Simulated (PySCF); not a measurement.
Core-level binding energies of `CB1OCC(F)CO1`

Compound: C₄H₈BFO₂.
Atom-mapped SMILES: `[CH3:1][B:2]1[O:3][CH2:4][CH:5]([F:6])[CH2:7][O:8]1`

Structure used (PBE0-D3(BJ)/def2-SVP), in Å, numbered top down from 1:
```xyz
16
C4H8BFO2 angstrom
C      2.470   -0.261   -0.839
B      0.990   -0.176   -0.329
O     -0.042   -0.419   -1.194
C     -1.380   -0.356   -0.768
C     -1.529    0.608    0.392
F     -2.809    0.546    0.880
C     -0.549    0.240    1.489
O      0.757    0.154    0.979
H      2.530   -0.542   -1.899
H      3.040   -0.994   -0.244
H      2.977    0.707   -0.701
H     -2.008   -0.042   -1.616
H     -1.730   -1.353   -0.446
H     -1.334    1.641    0.048
H     -0.568    0.993    2.292
H     -0.857   -0.725    1.930
```

Computed with delta-SCF UKS SCAN, pcX-2 on the ionised atom, pcseg-1 elsewhere, spin-free X2C (PySCF 2.14.0). These are vertical core ionisation energies against the vacuum level, from separate self-consistent calculations with and without the core hole.

Give the core binding energies atom by atom.

```json
{"atom(s)": "B2", "bonded to": "2 O and C", "level": "B 1s", "binding energy (eV)": "197.05", "above the level's lowest (eV)": "0.00", "count": "1"}
{"atom(s)": "C1", "bonded to": "3 H and B", "level": "C 1s", "binding energy (eV)": "290.04", "above the level's lowest (eV)": "0.00", "count": "1"}
{"atom(s)": "C4/C7", "bonded to": "O, C and 2 H", "level": "C 1s", "binding energy (eV)": "292.67", "above the level's lowest (eV)": "+2.63", "count": "2"}
{"atom(s)": "C5", "bonded to": "F, 2 C and H", "level": "C 1s", "binding energy (eV)": "293.40", "above the level's lowest (eV)": "+3.36", "count": "1"}
{"atom(s)": "O3/O8", "bonded to": "C and B", "level": "O 1s", "binding energy (eV)": "538.75", "above the level's lowest (eV)": "0.00", "count": "2"}
{"atom(s)": "F6", "bonded to": "C", "level": "F 1s", "binding energy (eV)": "692.90", "above the level's lowest (eV)": "0.00", "count": "1"}
```

Lowest listed C 1s: C1, bonded to 3 H and B. Highest, 3.36 eV above it: C5, bonded to F, 2 C and H.

Which effective nuclear charge Zeff reproduces each element's mean 1s value in the hydrogen-like formula E = 13.606 eV × Zeff²?

B (Z = 5): mean 197.0 eV, Zeff = 3.81, Z − Zeff = 1.19; C (Z = 6): mean 292.2 eV, Zeff = 4.63, Z − Zeff = 1.37; O (Z = 8): mean 538.7 eV, Zeff = 6.29, Z − Zeff = 1.71; F (Z = 9): mean 692.9 eV, Zeff = 7.14, Z − Zeff = 1.86. Means run over the listed sites, weighted by atom count.

One atom of each set of topologically equivalent atoms was ionised and stands for the set; in this conformer not all members are related by symmetry, and their own values weren't computed. Geometry: PBE0-D3(BJ)/def2-SVP, one conformer, isolated molecule.
